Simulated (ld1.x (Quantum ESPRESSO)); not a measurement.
**B (Z = 5), ultrasoft: configuration errors across variants**

boron, ultrasoft, made with ld1.x (Quantum ESPRESSO) 7.5 (PBE, non-relativistic). Core [He], reference 2s2 2p1. Waves: 2s (bound): rcut 1.00, rcutus 1.15 bohr; 2s channel at 1.05 Ry: rcut 1.00, rcutus 1.15 bohr; 2p (bound): rcut 3.15, rcutus 3.35 bohr; 2p channel at 2.8 Ry: rcut 3.15, rcutus 3.35 bohr. Local part: all-electron potential smoothed inside 3.15 bohr (lloc = -1). Core correction: none. Augmentation charge: PSQ, radius 0.75 bohr.

All-electron excitation energies from the reference (eV): (1) 2s2 2p0 8.222; (2) 2s1 2p0 33.637; (3) 2s2 2p0.5 2.888; (4) 2s0 2p3 11.708; (5) 2s1 2p1 14.355; (6) 2s1 2p2 5.844; (7) 2s2 2p1.3 -0.739.

The overlap operator is not positive definite (basis up to 400 Ry) in “base”, “waves 2s (bound): rcut 1.00, rcutus 1.08 bohr; 2s channel at 1.05 Ry: rcut 1.00, rcutus 1.08 bohr”, “waves 2s (bound): rcut 1.00, rcutus 1.20 bohr; 2s channel at 1.05 Ry: rcut 1.00, rcutus 1.20 bohr”. Such files are unfit for use, however small their errors in these radial tests.

3 further variants failed, have other tests or too few solved ones, and are left out.

Errors AE − PS in meV (a dash: test not solved or not reliable):

| change | (1) | (2) | (3) | (4) | (5) | (6) | (7) | bound ghosts |
| --- | --- | --- | --- | --- | --- | --- | --- | --- |
| base | +18 | +60 | +1.1 | +295 | -3.9 | +60 | -1.7 | not determined (overlap not positive) |
| waves 2s (bound): rcut 1.00, rcutus 1.08 bohr; 2s channel at 1.05 Ry: rcut 1.00, rcutus 1.08 bohr | +16 | +58 | +1.2 | +297 | -2.9 | +65 | – | not determined (overlap not positive) |
| waves 2s (bound): rcut 1.00, rcutus 1.20 bohr; 2s channel at 1.05 Ry: rcut 1.00, rcutus 1.20 bohr | +19 | +60 | +1.2 | +295 | -4.1 | +59 | -1.7 | not determined (overlap not positive) |
| waves 2s (bound): rcut 1.00, rcutus 1.40 bohr; 2s channel at 1.05 Ry: rcut 1.00, rcutus 1.40 bohr | +20 | +62 | +1.3 | +294 | -4.0 | +59 | -1.7 | none |
| waves 2s (bound): rcut 1.00, rcutus 1.60 bohr; 2s channel at 1.05 Ry: rcut 1.00, rcutus 1.60 bohr | +21 | +63 | +1.5 | +293 | -3.6 | +60 | -1.6 | none |
| waves 2s (bound): rcut 1.00, rcutus 1.74 bohr; 2s channel at 1.05 Ry: rcut 1.00, rcutus 1.74 bohr | +21 | +64 | +1.5 | +293 | -3.1 | +60 | -1.6 | none |

(1) Give the same row for: waves 2s (bound): rcut 1.00, rcutus 1.48 bohr; 2s channel at 1.05 Ry: rcut 1.00, rcutus 1.48 bohr.

## Answers

(1) +20, +62, +1.4, +293, -3.9, +59, -1.7; bound ghosts: none.
